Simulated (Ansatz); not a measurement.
Geometry optimisation, RKS BLYP/def2-SVP (Ansatz 0.2.0).

Input:

```yaml
crystal:
  periodic: [false, false, false]
  atoms:
    - { symbol: Ti, position_ang: [-0.01875, 0.116753, 0.053106] }
    - { symbol: "N", position_ang: [-0.006625, 0.085686, 2.054148] }
    - { symbol: H, position_ang: [-0.879777, 0.04385, 2.599168] }
    - { symbol: H, position_ang: [0.729584, 0.573557, 2.582317] }
    - { symbol: Cl, position_ang: [2.016569, 0.540812, -0.667484] }
    - { symbol: Cl, position_ang: [-1.24237, 1.887553, -0.467186] }
    - { symbol: Cl, position_ang: [-1.159854, -1.595024, -0.785881] }
    - { symbol: S, position_ang: [1.729549, -2.798824, 1.258871] }
    - { symbol: H, position_ang: [0.595672, -3.477656, 0.928993] }
    - { symbol: H, position_ang: [1.011603, -1.933409, 2.070248] }
basis:
  gaussian: { orbitals: def2-SVP }
hamiltonian:
  xc: blyp
relax:
  f_tol: 0.03
  max_steps: 50
output:
  orbitals: {}
```

Command:

```bash
$ ansatz run input.yaml --threads 4 --pin off --max-ram 5120MiB --backend cpu --events-out ev --progress --plain --runs-dir out
```

Question: Where does it end, and by what steps?

Answer: The run converged. The force dipped under the threshold on the way, but the program's further checks kept it going. After 30 steps the energy has fallen by 0.372 eV; H10 moved furthest, 1.55 Å.

```
step  energy less start (eV)  largest force component (eV/Å)  accepted
   0                  0.0000                           1.743       yes
   2                 -0.1905                           0.814       yes
   4                 -0.1935                           0.865        no
   6                 -0.2257                           0.069       yes
   8                 -0.2122                           0.742        no
  10                 -0.2323                           0.207       yes
  12                 -0.2323                           0.417        no
  14                 -0.2383                           0.204       yes
  16                 -0.2426                           0.255       yes
  18                 -0.2503                           0.387       yes
  20                 -0.2888                           0.170       yes
  22                 -0.3222                           0.504       yes
  24                 -0.3643                           0.073       yes
  26                 -0.3643                           0.356        no
  28                 -0.3703                           0.170       yes
  30                 -0.3720                           0.014       yes
```

```xyz
10
Properties=species:S:1:pos:R:3
Ti -0.179 0.516 -0.053
N 0.054 0.215 1.756
H 0.344 -0.706 2.141
H -0.035 0.922 2.497
Cl 1.772 1.125 -0.936
Cl -1.649 2.154 -0.263
Cl -0.815 -1.432 -0.933
S 0.888 -3.188 2.400
H 0.281 -3.170 1.177
H 2.116 -2.991 1.840
```

Whether the end is a true minimum wasn't checked by a vibrational analysis.

Time of the run: 77 s on 4 threads of Arm Neoverse V1, on a shared host, peak memory 0.23 GiB.
